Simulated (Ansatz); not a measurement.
Relaxed structures of MgGeH$_{3}$, doublet (PBE0-D4/def2-TZVP; forces vanish, vibrations not checked; lower isomers may exist, and structures with a doubtful reference or unclear bonds are left out; Å). Program: Ansatz 0.2.0. Basis: def2-TZVPP. Cores are frozen in the correlated methods; orbitals are unrestricted. Filled d shells of the heavier atoms are correlated. The outer core shell of Li, Na, Mg and K is correlated. The def2 sets are not built for correlating such inner shells, so the correlated values are less sure here.

Task: Rank them by CCSD(T) energy, lowest first, and give each one's height above the lowest. Links in brackets join atoms within 1.22 times the sum of their covalent radii (1.1 for two metals). (Judge from chemistry; the value comes from the calculation.)
A.
MgGeH₃ ([MgH][GeH2])
```
5
angstrom
Mg -0.8959 -0.9325 2.1571
Ge -0.0954 0.2109 0.0480
H -0.9679 0.4503 -1.2059
H 1.0079 1.2931 0.0011
H -1.3745 -1.7926 3.5416
```
B.
MgGeH₃ ([Mg][GeH3])
```
5
angstrom
Mg -0.9487 -1.0294 2.0614
Ge 0.0619 0.0671 -0.1344
H -1.0190 0.5255 -1.1449
H 0.9198 1.3260 0.1469
H 0.9861 -0.8892 -0.9289
```
C.
MgGeH₃ ([H]1[Mg]23[H][Ge]12[H]3)
```
5
angstrom
Mg 0.5778 0.6341 -1.2701
Ge -0.4142 -0.4549 0.9111
H -1.2306 0.1530 -0.3908
H 0.5419 0.8867 0.7817
H 0.6024 -1.1350 -0.2001
```

Result: By the calculation: B (0.00 kcal/mol), C (1.18 kcal/mol), A (10.03 kcal/mol). Heights count from the lowest.

T1 diagnostic: at most 0.015. ⟨S²⟩ of the unrestricted Hartree–Fock references: 0.75 to 0.77 (a pure state has 0.75).

For scale, one of the runs: CCSD(T)/def2-TZVPP, 122 basis functions, launched by `ansatz run in.yaml --threads 2 --pin off --events-out ev --progress --plain --max-ram 4352MiB`. Time: 60 s of wall clock on 2 CPU threads of an Arm Neoverse V1; the host was shared. Peak host memory: 1.4 GiB.
